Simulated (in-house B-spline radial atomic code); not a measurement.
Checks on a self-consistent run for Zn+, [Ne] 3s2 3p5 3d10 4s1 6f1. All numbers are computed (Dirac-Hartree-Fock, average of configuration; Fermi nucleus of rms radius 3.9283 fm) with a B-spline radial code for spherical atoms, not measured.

| orbital | q | ε (Eh) | <1/r> | <r²> | small-component weight |
| --- | --- | --- | --- | --- | --- |
| 1s1/2 | 2 | -359.00949 | 30.2344 | 0.00340088 | 0.011738 |
| 2s1/2 | 2 | -46.48530 | 6.65526 | 0.0597193 | 0.0022617 |
| 2p1/2 | 2 | -40.88658 | 6.57415 | 0.0471889 | 0.0022231 |
| 2p3/2 | 4 | -39.99679 | 6.41971 | 0.0486903 | 0.0021843 |
| 3s1/2 | 2 | -6.78313 | 2.09737 | 0.527321 | 0.00049668 |
| 3p1/2 | 1.6667 | -5.03008 | 1.97297 | 0.574919 | 0.00045304 |
| 3p3/2 | 3.3333 | -4.90899 | 1.93845 | 0.590414 | 0.00044388 |
| 3d3/2 | 4 | -1.79300 | 1.60513 | 0.838703 | 0.00032202 |
| 3d5/2 | 6 | -1.77674 | 1.59505 | 0.849419 | 0.00031902 |
| 4s1/2 | 1 | -1.01207 | 0.583401 | 5.47321 | 5.4994e-05 |
| 6f5/2 | 0.42857 | -0.05576 | 0.0561786 | 646.22 | 1.5134e-06 |
| 6f7/2 | 0.57143 | -0.05576 | 0.0561806 | 646.203 | 1.5135e-06 |

Electron-electron repulsion V_ee = 680.4235 hartree.

Task: What total energy follows from the eigenvalues?

Result: The eigenvalues count the repulsion twice, so E = Σqε - V_ee = -1109.963 - 680.423 = -1790.387 hartree; the run printed -1790.387.

Task: Does the Dirac virial theorem hold?

Result: For a point nucleus E = -2c²Σq·w, with w the small-component weight. Here Σq·w = 0.04767 and c = 137.0360, so the ratio E/(-2c²Σq·w) is 1.000010; the finite nucleus accounts for the departure from 1.

Task: What diamagnetic shielding (Lamb formula) and susceptibility (Langevin formula) do the radii give?

Result: σ = (α²/3)Σq<1/r> = 143.181/(3·137.036²) = 2541.5 ppm, and χ = -0.79199×10⁻⁶·Σq<r²> = -526.3×10⁻⁶ cm³/mol with Σq<r²> = 664.53 bohr². Both are non-relativistic formulas without the paramagnetism of open shells.
